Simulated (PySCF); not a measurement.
Isomers of C5H11BO3.

All values: CAM-B3LYP/def2-SVPD (PySCF) at PBE0-D3(BJ)/def2-SVP geometries, gas phase, one conformer each. Core orbitals are frozen in the response; Δα² is half the sum of the squared differences of the principal polarisabilities.

Problem. Rank by mean static polarisability, highest first.
A. `[CH3:1][CH:2]([CH3:3])[O:4][B:5]1[O:6][CH2:7][CH2:8][O:9]1` with C1–C2–O4–B5 154°, C2–O4–B5–O6 -2°
B. `[CH2:1]=[CH:2][O:3][B:4]([OH:5])[O:6][CH:7]([CH3:8])[CH3:9]` with C1–C2–O3–B4 1°, C2–O3–B4–O5 -179°, O3–B4–O5–H 1°, O3–B4–O6–C7 178°, B4–O6–C7–C8 154°
C. `[CH3:1][O:2][C@H:3]1[CH2:4][C@@H:5]([B:6]([OH:7])[OH:8])[CH2:9]1` with C1–O2–C3–C4 73°, C4–C5–B6–O7 -37°, C5–B6–O7–H 180°, C5–B6–O8–H -1°, O2–C3–C4–C5 138°, C3–C4–C5–B6 -143°, C4–C5–C9–C3 19°, O2–C3–C9–C5 -142°

Solution. B (12.75 Å³), C (12.38 Å³), A (12.11 Å³).

Problem. Rank by dipole moment, highest first.
A. `[CH2:1]=[CH:2][O:3][B:4]([OH:5])[O:6][CH:7]([CH3:8])[CH3:9]` with C1–C2–O3–B4 1°, C2–O3–B4–O5 -179°, O3–B4–O5–H 1°, O3–B4–O6–C7 178°, B4–O6–C7–C8 154°
B. `[CH3:1][CH:2]([CH3:3])[C@H:4]1[CH2:5][O:6][B:7]([OH:8])[O:9]1` with C1–C2–C4–C5 61°, O6–B7–O8–H 2°, C2–C4–C5–O6 139°, C4–C5–O6–B7 -14°, C5–O6–B7–O8 -174°, O6–B7–O9–C4 6°
C. `[CH3:1][CH2:2][C@H:3]1[CH2:4][CH2:5][O:6][B:7]([OH:8])[O:9]1` with C1–C2–C3–C4 180°, O6–B7–O8–H 0°, C2–C3–C4–C5 175°, C3–C4–C5–O6 -53°, C4–C5–O6–B7 28°, C5–O6–B7–O8 180°
D. `[CH3:1][CH:2]([CH3:3])[O:4][B:5]1[O:6][CH2:7][CH2:8][O:9]1` with C1–C2–O4–B5 154°, C2–O4–B5–O6 -2°
E. `[CH3:1][O:2][C@H:3]1[CH2:4][C@@H:5]([B:6]([OH:7])[OH:8])[CH2:9]1` with C1–O2–C3–C4 73°, C4–C5–B6–O7 -37°, C5–B6–O7–H 180°, C5–B6–O8–H -1°, O2–C3–C4–C5 138°, C3–C4–C5–B6 -143°, C4–C5–C9–C3 19°, O2–C3–C9–C5 -142°

Solution. C (3.05 D), B (2.40 D), D (2.18 D), E (1.05 D), A (0.68 D).

Problem. Rank by vertical ionisation energy (ΔSCF), lowest first.
A. `[CH3:1][CH:2]([CH3:3])[C@H:4]1[CH2:5][O:6][B:7]([OH:8])[O:9]1` with C1–C2–C4–C5 61°, O6–B7–O8–H 2°, C2–C4–C5–O6 139°, C4–C5–O6–B7 -14°, C5–O6–B7–O8 -174°, O6–B7–O9–C4 6°
B. `[CH2:1]=[CH:2][O:3][B:4]([OH:5])[O:6][CH:7]([CH3:8])[CH3:9]` with C1–C2–O3–B4 1°, C2–O3–B4–O5 -179°, O3–B4–O5–H 1°, O3–B4–O6–C7 178°, B4–O6–C7–C8 154°
C. `[CH3:1][CH2:2][C@H:3]1[CH2:4][CH2:5][O:6][B:7]([OH:8])[O:9]1` with C1–C2–C3–C4 180°, O6–B7–O8–H 0°, C2–C3–C4–C5 175°, C3–C4–C5–O6 -53°, C4–C5–O6–B7 28°, C5–O6–B7–O8 180°
D. `[CH3:1][O:2][C@H:3]1[CH2:4][C@H:5]([B:6]([OH:7])[OH:8])[CH2:9]1` with C1–O2–C3–C4 -179°, C4–C5–B6–O7 -115°, C5–B6–O7–H 180°, C5–B6–O8–H -1°, O2–C3–C4–C5 143°, C3–C4–C5–B6 97°, C4–C5–C9–C3 20°, O2–C3–C9–C5 -139°

Solution. B (9.18 eV), D (9.44 eV), A (10.27 eV), C (10.46 eV).

All values together:

```json
{"SMILES": "CO[C@H]1C[C@@H](B(O)O)C1", "μ (D)": "1.05", "HOMO (eV)": "-8.70", "LUMO (eV)": "0.62", "α (Å³)": "12.38", "Δα (Å³)": "3.43", "ΔSCF removal energy (eV)": "9.46"}
{"SMILES": "CC[C@H]1CCOB(O)O1", "μ (D)": "3.05", "HOMO (eV)": "-9.72", "LUMO (eV)": "0.82", "α (Å³)": "12.07", "Δα (Å³)": "2.93", "ΔSCF removal energy (eV)": "10.46"}
{"SMILES": "CO[C@H]1C[C@H](B(O)O)C1", "μ (D)": "0.76", "HOMO (eV)": "-8.68", "LUMO (eV)": "0.57", "α (Å³)": "12.31", "Δα (Å³)": "3.00", "ΔSCF removal energy (eV)": "9.44"}
{"SMILES": "C=COB(O)OC(C)C", "μ (D)": "0.68", "HOMO (eV)": "-8.27", "LUMO (eV)": "0.75", "α (Å³)": "12.75", "Δα (Å³)": "3.60", "ΔSCF removal energy (eV)": "9.18"}
{"SMILES": "CC(C)OB1OCCO1", "μ (D)": "2.18", "HOMO (eV)": "-9.39", "LUMO (eV)": "0.87", "α (Å³)": "12.11", "Δα (Å³)": "3.78", "ΔSCF removal energy (eV)": "10.23"}
{"SMILES": "CC(C)[C@H]1COB(O)O1", "μ (D)": "2.40", "HOMO (eV)": "-9.48", "LUMO (eV)": "0.70", "α (Å³)": "12.02", "Δα (Å³)": "3.44", "ΔSCF removal energy (eV)": "10.27"}
```

Conformers: `[CH3:1][O:2][C@H:3]1[CH2:4][C@@H:5]([B:6]([OH:7])[OH:8])[CH2:9]1` with C1–O2–C3–C4 73°, C4–C5–B6–O7 -37°, C5–B6–O7–H 180°, C5–B6–O8–H -1°, O2–C3–C4–C5 138°, C3–C4–C5–B6 -143°, C4–C5–C9–C3 19°, O2–C3–C9–C5 -142°; `[CH3:1][CH2:2][C@H:3]1[CH2:4][CH2:5][O:6][B:7]([OH:8])[O:9]1` with C1–C2–C3–C4 180°, O6–B7–O8–H 0°, C2–C3–C4–C5 175°, C3–C4–C5–O6 -53°, C4–C5–O6–B7 28°, C5–O6–B7–O8 180°; `[CH3:1][O:2][C@H:3]1[CH2:4][C@H:5]([B:6]([OH:7])[OH:8])[CH2:9]1` with C1–O2–C3–C4 -179°, C4–C5–B6–O7 -115°, C5–B6–O7–H 180°, C5–B6–O8–H -1°, O2–C3–C4–C5 143°, C3–C4–C5–B6 97°, C4–C5–C9–C3 20°, O2–C3–C9–C5 -139°; `[CH2:1]=[CH:2][O:3][B:4]([OH:5])[O:6][CH:7]([CH3:8])[CH3:9]` with C1–C2–O3–B4 1°, C2–O3–B4–O5 -179°, O3–B4–O5–H 1°, O3–B4–O6–C7 178°, B4–O6–C7–C8 154°; `[CH3:1][CH:2]([CH3:3])[O:4][B:5]1[O:6][CH2:7][CH2:8][O:9]1` with C1–C2–O4–B5 154°, C2–O4–B5–O6 -2°; `[CH3:1][CH:2]([CH3:3])[C@H:4]1[CH2:5][O:6][B:7]([OH:8])[O:9]1` with C1–C2–C4–C5 61°, O6–B7–O8–H 2°, C2–C4–C5–O6 139°, C4–C5–O6–B7 -14°, C5–O6–B7–O8 -174°, O6–B7–O9–C4 6°.

Problem. By how much does the ΔSCF value exceed −ε(HOMO) over the species that have both?

Solution. By 0.74 to 0.91 eV, 0.80 eV on average, over 6 species.
